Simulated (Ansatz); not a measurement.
Correlation energies of C3H12FN3Zr (`C[NH][Zr]([F])([NH]C)[NH]C`) by basis set

Cartesian coordinates in Å:
```
C -1.875 -2.523 -0.934
N -1.457 -1.144 -1.088
Zr -0.611 -0.046 0.402
F -1.526 -0.299 2.095
N -0.630 1.904 -0.184
C 0.400 2.776 -0.709
N 1.343 -0.608 0.496
C 2.230 -0.275 1.591
H -1.379 -3.193 -1.648
H -1.618 -2.887 0.067
H -2.958 -2.653 -1.046
H -1.708 -0.776 -1.995
H -1.486 2.424 -0.018
H 1.324 2.211 -0.846
H 0.129 3.200 -1.684
H 0.625 3.613 -0.035
H 1.792 -1.210 -0.181
H 1.710 0.356 2.321
H 3.110 0.290 1.260
H 2.582 -1.159 2.137
```

Charge 0, multiplicity 1. Correlated methods include outer-core shells of Zr, which these sets cover unevenly. Zr: def2 effective core potential. The geometry is a stationary point of PBE0-D4/def2-TZVP. It is one conformer, not always the lowest. Frozen core, restricted reference, Ansatz.

```csv
basis,HF (Eh),MP2 corr.,CCSD corr.,(T),CCSD(T) total
def2-SVP,?,-1.38918,-1.45625,-0.04525,?
def2-TZVPP,?,?,-1.82690,-0.07526,?
def2-QZVPP,?,-1.93433,–,–,–
```

Problem. Fill in the withheld values. (Estimate.)

Solution. The calculation gave: def2-SVP HF (Eh): -429.78324; def2-SVP CCSD(T) total: -431.28474; def2-TZVPP HF (Eh): -430.24372; def2-TZVPP MP2 corr.: -1.78105; def2-TZVPP CCSD(T) total: -432.14588; def2-QZVPP HF (Eh): -430.26647.
